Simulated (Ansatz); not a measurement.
# C8H18 (2,3-dimethylhexane): the vertical ionisation energy from total energies

The species is C8H18 (26 atoms), meant as a singlet with charge 0. SMILES: `CCCC(C)C(C)C`. The coordinates come from a PBE0-D4/def2-TZVP relaxation. This is one conformer, not always the lowest.

```xyz
26

C    -0.3364   -2.1472   -2.0099
C    -0.3283   -0.6369   -2.1796
C     0.2852    0.1196   -1.0056
C    -0.4097   -0.0833    0.3401
C    -1.8572    0.3887    0.2969
C     0.3548    0.5547    1.5154
C     0.5571    2.0580    1.3740
C     1.6850   -0.1378    1.7792
H     0.6694   -2.5244   -1.8017
H    -0.6965   -2.6439   -2.9138
H    -0.9816   -2.4622   -1.1863
H     0.2377   -0.3819   -3.0817
H    -1.3481   -0.2826   -2.3614
H     1.3357   -0.1793   -0.9187
H     0.2893    1.1887   -1.2458
H    -0.4234   -1.1603    0.5514
H    -1.9295    1.4346   -0.0152
H    -2.4518   -0.2006   -0.4043
H    -2.3274    0.3001    1.2800
H    -0.2739    0.3915    2.4010
H     1.0030    2.4699    2.2829
H     1.2317    2.2934    0.5465
H    -0.3834    2.5859    1.2016
H     1.5581   -1.2192    1.8808
H     2.4011    0.0406    0.9725
H     2.1392    0.2340    2.7014
```

Both states at this one shape; open shells run unrestricted unless said. 1 Eh = 27.2114 eV.

```tsv
level	program	singlet C8H18 (Eh)	doublet [C8H18]+ (Eh)	HOMO of the first (eV)
HSE06/ANO-RCC-MB (sfX2C)	Ansatz	-315.134676	-314.701955	-9.42
HSE06/ANO-RCC-VDZ (sfX2C)	Ansatz	-315.383945	-315.011192	-7.98
HSE06/ANO-RCC-VDZP (sfX2C)	Ansatz	-315.507923	-315.139772	-7.90
```

Q: Work out the vertical ionisation energy at each level.

A: 
1. HSE06/ANO-RCC-MB (sfX2C): -314.701955 − (-315.134676) = 0.432721 Eh = 11.77 eV; −ε(HOMO) = 9.42 eV.
2. HSE06/ANO-RCC-VDZ (sfX2C): -315.011192 − (-315.383945) = 0.372753 Eh = 10.14 eV; −ε(HOMO) = 7.98 eV.
3. HSE06/ANO-RCC-VDZP (sfX2C): -315.139772 − (-315.507923) = 0.368151 Eh = 10.02 eV; −ε(HOMO) = 7.90 eV.

No measured value is set beside it here; the levels span 10.02 to 11.77 eV. Minimal sets are far from the basis-set limit.
